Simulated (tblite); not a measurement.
Input of a run (GFN2-xTB geometry optimisation, gas phase (tblite 0.8.0)), started from a force field or distance geometry:
```
{"job": {"kind": "relax", "xc": "GFN2-xTB", "basis": "xTB"}, "charge": 0, "multiplicity": 1}
Si     3.229300     1.540500     0.343500
C      2.468100     0.287400    -0.823400
C      1.129300    -0.268400    -0.415200
C      1.018700    -1.395500     0.383700
C     -0.232900    -1.897400     0.772500
C     -1.402300    -1.258700     0.332600
C     -1.310700    -0.120400    -0.474300
O     -2.381900     0.579300    -0.939300
Si    -4.021700     0.395200    -0.780900
C     -0.061700     0.367900    -0.839100
H      3.430900     0.959500     1.694300
H      2.350400     2.742800     0.459100
H      4.537700     1.981400    -0.166100
H      3.176500    -0.556300    -0.927400
H      2.391300     0.732600    -1.813500
H      1.911800    -1.914000     0.751500
H     -0.298300    -2.776800     1.397100
H     -2.354800    -1.673000     0.643800
H     -4.407700     0.478100     0.657600
H     -4.444900    -0.921300    -1.305900
H     -4.730600     1.478100    -1.526900
H     -0.007100     1.258200    -1.470700
```

Output (eV, eV/Å):
```
step      E/eV     max force
  0    -780.42708    1.233
  1    -780.50752    0.691
  2    -780.53831    0.552
  3    -780.55917    0.402
  4    -780.57204    0.343
  5    -780.58444    0.314
  6    -780.59537    0.272
  7    -780.60880    0.353
  8    -780.62005    0.328
  9    -780.62653    0.142
 10    -780.62979    0.149
 11    -780.63202    0.132
 12    -780.63402    0.138
 13    -780.63542    0.081
 14    -780.63641    0.070
 15    -780.63727    0.071
 16    -780.63798    0.067
 17    -780.63848    0.047
 18    -780.63884    0.041
 19    -780.63913    0.037
 20    -780.63939    0.045
 21    -780.63964    0.034
 22    -780.63994    0.048
 23    -780.64037    0.054
 24    -780.64100    0.067
 25    -780.64180    0.069
 26    -780.64265    0.072
 27    -780.64341    0.062
 28    -780.64401    0.049
 29    -780.64444    0.043
 30    -780.64472    0.037
 31    -780.64490    0.036
 32    -780.64508    0.033
 33    -780.64531    0.046
 34    -780.64560    0.044
 35    -780.64590    0.045
 36    -780.64620    0.046
 37    -780.64648    0.042
 38    -780.64672    0.032
 39    -780.64690    0.029
 40    -780.64705    0.036
 41    -780.64721    0.042
 42    -780.64739    0.038
 43    -780.64756    0.034
 44    -780.64769    0.033
 45    -780.64777    0.024
 46    -780.64783    0.019
 47    -780.64789    0.018
 48    -780.64795    0.020
 49    -780.64799    0.020
 50    -780.64802    0.013
 51    -780.64804    0.010
 52    -780.64806    0.009
```

Question: Summarise the run.

Answer: The energy falls by 21.3 kJ/mol over 52 L-BFGS steps, the largest force on an atom goes from 1.23 to 0.009 eV/Å, and the atoms move by 0.114 Å rms after alignment. The bond that changes most is Si9–H21 (oxygen-bound silicon to Si–H hydrogen), which shortens by 0.040 Å. Bonds longer at the end by more than 0.005 Å: 2 of 22; shorter: 16. Among the angles that change most is O8–Si9–H21, from 109.9° to 99.0°. The energy never rose by more than 1e-5 eV on the way. The first step brought 36 % of the lowering.

Question: What are the final bond lengths?

Answer: Si1–C2 1.911 Å, C2–C3 1.491 Å, C3–C4 1.391 Å, C4–C5 1.382 Å, C5–C6 1.383 Å, C6–C7 1.389 Å, C7–O8 1.351 Å, O8–Si9 1.623 Å, C7–C10 1.390 Å, C3–C10 1.388 Å, Si1–H11 1.463 Å, Si1–H12 1.462 Å, Si1–H13 1.465 Å, C2–H14 1.090 Å, C2–H15 1.090 Å, C4–H16 1.080 Å, C5–H17 1.080 Å, C6–H18 1.079 Å, Si9–H19 1.465 Å, Si9–H20 1.465 Å, Si9–H21 1.453 Å, C10–H22 1.080 Å. Numbering counts from 1 in the input's order; the species is `[SiH3]Cc1cccc(O[SiH3])c1`.

Hardware: one thread, Arm Neoverse V1 (aarch64), shared host. Cost: 0.54 s.

Its GFN2-xTB frequencies are all real (lowest 33 cm⁻¹). One conformer, not necessarily the lowest.

The values belong to the conformer `[SiH3:1][CH2:2][c:3]1[cH:4][cH:5][cH:6][c:7]([O:8][SiH3:9])[cH:10]1`: Si1–C2–C3–C4 -88°, C6–C7–O8–Si9 -4°.

All values are computed, not measured.
